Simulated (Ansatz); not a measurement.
Start from `[Cl][Ga]([Cl])[GeH3]` and change one element to get `[CH3][Ga]([Cl])[Cl]`.

Ansatz, PBE0-D4/def2-TZVP geometries, multiplicity 1. 

Scalar relativity is left out up to krypton.

| property | `[Cl][Ga]([Cl])[GeH3]` |
| --- | --- |
| LUMO energy (PBE0/def2-TZVPP) / eV | -1.94 |
| size of the dipole moment (ωB97M-V/def2-TZVPP) / D | 2.62 |
| LUMO energy (ωB97M-V/def2-TZVPP) / eV | -0.18 |
| HOMO energy (PBE/def2-TZVPP) / eV | -7.21 |
| HOMO energy (PBE0/def2-TZVPP) / eV | -8.37 |
| size of the dipole moment (PBE/def2-TZVPP) / D | 2.53 |

Task: What does the change do to each property? (Estimate.)

Result: Ansatz gave: 
```tsv
property	`[CH3][Ga]([Cl])[Cl]`	shift
LUMO energy (PBE0/def2-TZVPP) / eV	-1.19	0.75
size of the dipole moment (ωB97M-V/def2-TZVPP) / D	2.75	0.13
LUMO energy (ωB97M-V/def2-TZVPP) / eV	0.55	0.73
HOMO energy (PBE/def2-TZVPP) / eV	-7.46	-0.25
HOMO energy (PBE0/def2-TZVPP) / eV	-8.79	-0.42
size of the dipole moment (PBE/def2-TZVPP) / D	2.71	0.18
```

With PBE0 the HOMO falls by 0.42 eV and the LUMO rises by 0.75 eV, so the gap widens by about 1.17 eV. PBE moves the HOMO by -0.25 eV and ωB97M-V by -0.59 eV. Dipoles are sizes alone; their direction can turn.

Positive LUMOs are unbound, so they and the gaps depend on the basis.
